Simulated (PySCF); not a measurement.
`FC(F)(F)CC1[SiH2]C[SiH2]1`. Computed with PBE0-D3(BJ)/def2-SVP geometry optimisation, gas phase in PySCF 2.14.0.

```
atom  x, y, z in Å
F1    -2.6626   -1.6063   -0.0791
C2    -2.5145   -0.2798   -0.1728
F3    -3.6827    0.2778    0.1575
F4    -2.2922   -0.0002   -1.4674
C5    -1.3950    0.2179    0.7051
C6    -0.0436   -0.3514    0.3171
Si7    1.5734    0.1985    1.1731
C8     2.5102    0.0537   -0.4717
Si9    0.8121    0.1139   -1.3317
H10   -1.4013    1.3170    0.6388
H11   -1.6743   -0.0428    1.7389
H12   -0.0663   -1.4563    0.3716
H13    2.0395   -0.6495    2.3142
H14    1.4720    1.6194    1.6319
H15    3.2504    0.8267   -0.7197
H16    2.9841   -0.9359   -0.5794
H17    0.6050   -0.8043   -2.4912
H18    0.4600    1.5126   -1.7251
```

Problem. What is the repulsion energy of the bare nuclei, Σ ZA·ZB/RAB?

Solution. 665.62 Eh over 153 pairs, with full nuclear charges and distances in bohr; the largest single term is 39.60 Eh (Si7 with Si9).

Problem. Where is the centre of mass (commonest isotopes), and what is the radius of gyration?

Solution. Mass 170.019 u; centre at (-0.629, -0.114, -0.148) Å; Rg = √(Σ m r²/M) = 2.353 Å. As Ia + Ib + Ic = 2 Σ m r², the three principal moments sum to 1882.0 u·Å².

Problem. Which two atoms are farthest apart?

Solution. F3···H15, 7.01 Å; the next longest distance is 6.82 Å.

Problem. How far apart are these pairs, which share no bond: F1···H14, F3···Si7, C5···H17, Si9···H11, Si9···H14?

Solution. F1···H14 5.516 Å (5 bonds apart); F3···Si7 5.354 Å (4 bonds apart); C5···H17 3.907 Å (3 bonds apart); Si9···H11 3.954 Å (3 bonds apart); Si9···H14 3.389 Å (3 bonds apart).

Problem. What are the angles F1–C2–C5, H13–Si7–H14, C8–Si9–H17, C8–Si9–H18?

Solution. From the scalar product of the two bond vectors; for F1–C2–C5 it is -0.7437 Å² over 1.3380 × 1.5072 Å², cos θ = -0.3688. F1–C2–C5 111.6°; H13–Si7–H14 109.0°; C8–Si9–H17 117.1°; C8–Si9–H18 111.0°.

Problem. Write the matrix of distances between heavy atoms (Å, lower triangle).

Solution. 
```
F1    0.000
C2    1.338  0.000
F3    2.156  1.336  0.000
F4    2.155  1.343  2.157  0.000
C5    2.356  1.507  2.353  2.361  0.000
C6    2.931  2.520  3.697  2.892  1.517  0.000
Si7   4.772  4.330  5.354  4.686  3.005  1.910  0.000
C8    5.447  5.045  6.229  4.905  4.082  2.703  1.898  0.000
Si9   4.075  3.545  4.738  3.109  3.005  1.915  2.619  1.904  0.000
```

Not checked by PBE0-D3(BJ)/def2-SVP frequencies. The numbers are those of one conformer.

On an Arm Neoverse V2 with one thread, on a shared host, this took 3.1 min and 0.77 GiB of memory at its peak. That covers the optimisation of the geometry.
